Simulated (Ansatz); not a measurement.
The cluster ReAu4⁻. The state is a singlet with charge -1. Geometry PBE0-D4/def2-SVPD; atoms count from 1.

```tsv
atom	x (Å)	y (Å)	z (Å)
Re1	0.1029	0.5150	-0.4703
Au2	-0.2711	-1.3583	1.2351
Au3	-0.3582	1.9716	1.5337
Au4	2.3744	-0.5586	-0.6600
Au5	-1.8480	-0.5698	-1.6385
```

In the def2 sets Au, Re take a core potential; there is no spin–orbit coupling. The restricted singlet is unstable towards broken spin symmetry at other levels; at PBE0-D4/def2-TZVPD this wasn't settled. The structure comes from a short search, and lower isomers may exist.

Estimate the Mulliken populations from the PBE0/def2-TZVPD orbitals of Ansatz.


| atom | charge (e) | d electrons |
| --- | --- | --- |
| Re1 | 0.43 | 5.69 |
| Au2 | -0.26 | 9.74 |
| Au3 | -0.39 | 9.70 |
| Au4 | -0.39 | 9.70 |
| Au5 | -0.39 | 9.70 |
Mulliken values depend strongly on the basis. With diffuse functions, as here, like atoms can get unlike values, and bond orders can come out too low or too high.

And the Mayer bond orders between heavy atoms (over 0.3)?

Re1–Au2 1.00 (2.56 Å); Re1–Au3 1.07 (2.52 Å); Re1–Au4 1.07 (2.52 Å); Re1–Au5 1.07 (2.52 Å).
